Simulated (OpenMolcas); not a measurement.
## Cu⁶⁺: effect of the IPEA shift

```json
{
  "Program": "OpenMolcas",
  "Basis": "ANO-RCC-VTZP [6s5p3d2f1g]",
  "Scalar Hamiltonian": "DKH2, point nucleus",
  "Active space": "5 electrons in 5 orbitals (3d)",
  "State averaging": "2S+1 = 6 even, 1 root; 2S+1 = 4 even, 24 roots kept (CI in the orbitals of an earlier block); 2S+1 = 2 even, 75 roots kept (CI in the orbitals of an earlier block)",
  "Spin-orbit coupling": "state interaction with AMFI integrals over the reference wave functions, term energies averaged over their components"
}
```

Methods on the same reference wave functions:
A. CASSCF
B. MS-CASPT2, IPEA 0 Eh, imaginary shift 0.1 Eh (closed shells correlated: 3s 3p)
C. MS-CASPT2, IPEA 0.25 Eh, imaginary shift 0.1 Eh (closed shells correlated: 3s 3p)

Energies in cm⁻¹ above 3d⁵ ⁶S_5/2, the measured ground level; measured values from the list in Gamrath, thesis, University of Mons (2023).

```json
{"Level": "3d⁵ ⁶S_5/2", "A": "0.0", "B": "0.0", "C": "0.0", "Measured": "0.0"}
{"Level": "3d⁵ ⁴G_5/2", "A": "51386", "B": "47960", "C": "48020", "Measured": ""}
{"Level": "3d⁵ ⁴G_7/2", "A": "51498", "B": "48090", "C": "48150", "Measured": ""}
{"Level": "3d⁵ ⁴G_11/2", "A": "51528", "B": "48130", "C": "48190", "Measured": ""}
{"Level": "3d⁵ ⁴G_9/2", "A": "51565", "B": "48170", "C": "48230", "Measured": ""}
{"Level": "3d⁵ ⁴P_5/2", "A": "58873", "B": "52440", "C": "52620", "Measured": "50732"}
{"Level": "3d⁵ ⁴P_3/2", "A": "59172", "B": "52760", "C": "52940", "Measured": "51067"}
{"Level": "3d⁵ ⁴P_1/2", "A": "59534", "B": "53130", "C": "53310", "Measured": "51407"}
{"Level": "3d⁵ ⁴D_7/2", "A": "63916", "B": "57360", "C": "57470", "Measured": "55742"}
{"Level": "3d⁵ ⁴D_1/2", "A": "64275", "B": "57730", "C": "57840", "Measured": "56210"}
{"Level": "3d⁵ ⁴D_3/2", "A": "64552", "B": "58010", "C": "58130", "Measured": "56428"}
{"Level": "3d⁵ ⁴D_5/2", "A": "64603", "B": "58060", "C": "58180", "Measured": "56427"}
{"Level": "3d⁵ ²I_11/2", "A": "73381", "B": "70160", "C": "70340", "Measured": "67757"}
{"Level": "3d⁵ ²I_13/2", "A": "73648", "B": "70480", "C": "70670", "Measured": "67918"}
{"Level": "3d⁵ ²D_5/2(1) [61 %]", "A": "81677", "B": "73140", "C": "73600", "Measured": ""}
{"Level": "3d⁵ ²D_3/2(1)", "A": "83239", "B": "74530", "C": "74980", "Measured": "72227"}
{"Level": "3d⁵ ²F_7/2(1)", "A": "85272", "B": "77160", "C": "77590", "Measured": "74408"}
{"Level": "3d⁵ ⁴F_9/2", "A": "86129", "B": "78260", "C": "78410", "Measured": "75930"}
{"Level": "3d⁵ ⁴F_5/2", "A": "86345", "B": "78420", "C": "78610", "Measured": "76019"}
{"Level": "3d⁵ ⁴F_7/2", "A": "86453", "B": "78570", "C": "78730", "Measured": "76349"}
{"Level": "3d⁵ ⁴F_3/2", "A": "87144", "B": "79150", "C": "79330", "Measured": "76886"}
{"Level": "3d⁵ ²H_9/2 [66 %]", "A": "90112", "B": "83380", "C": "83740", "Measured": "80717"}
{"Level": "3d⁵ ²H_11/2", "A": "91074", "B": "84830", "C": "85200", "Measured": "81954"}
{"Level": "3d⁵ ²G_7/2(1)", "A": "93403", "B": "85270", "C": "85640", "Measured": "82746"}
```

Deviations, from unrounded energies. A percentage is the sum of absolute deviations over the sum of measured energies, with the sign that they share, or ± where signs differ.

```json
{"Against measurement": "mean absolute deviation (cm-1)", "Levels": "18", "A": "8900", "B": "2200", "C": "2400"}
{"Against measurement": "other terms of the ground configuration (%)", "Levels": "18", "A": "+13.2", "B": "+3.2", "C": "+3.5"}
```

B lies closest to measurement on these levels and A furthest from it. The largest miss of B in the table is 3d⁵ ²H_11/2, by +2900 cm-1. The ranking rests on the paired levels alone, and a cruder setting can come out closer through cancelling errors.

Between B and C the level of the table that moves most is 3d⁵ ²D_5/2(1) [61 %], by 470 cm-1 (lowest in B, highest in C). Moves below CASPT2's spread within the term are not significant.

The mean deviations of B to C differ by less than CASPT2's widest spread within a term (450 cm-1), so their order carries little weight.

From A to B the spin-free energies of the other terms of 3d⁵ shown, above ⁶S, scale by factors of 0.89 to 0.96, as is usual when dynamic correlation screens the repulsion within a d or f shell.

The lowest spin-free term lies below A's lowest term by 0.398 hartree in B, 0.392 hartree in C.

CASPT2 breaks the degeneracy within a term, and the mean is taken; among the terms shown or strongly mixed into the levels shown the widest spread is 450 cm-1 (3d⁵ ⁴F, C). Some levels mix across a computed gap that differs much from the measured one, so their mixing is not that of the real levels. Terms from blocks run as CI alone lack orbitals of their own. Without dynamic correlation excited terms often stand tens of per cent too high (terms of higher spin than the ground term too low), and those without a measured partner can miss by more than the paired ones (holds for A). Blocks of more than 70 roots (2S+1 = 2 even) ran without multistate coupling (holds for B; C). Computed and measured levels are paired by configuration, term and J; levels that our copy of the source lacks, or whose pairing is in doubt (as where it misses far off the trend of its configuration), stay unpaired and out of the deviations. Levels of configurations outside the active space are missing. The table leaves out levels that lie high or whose names do not pair safely across all columns.

A share in square brackets marks a mixed level and gives the weight of the term that names it, the lowest over the columns. A number in round brackets counts repeated terms of one configuration in the order of the reference energies.
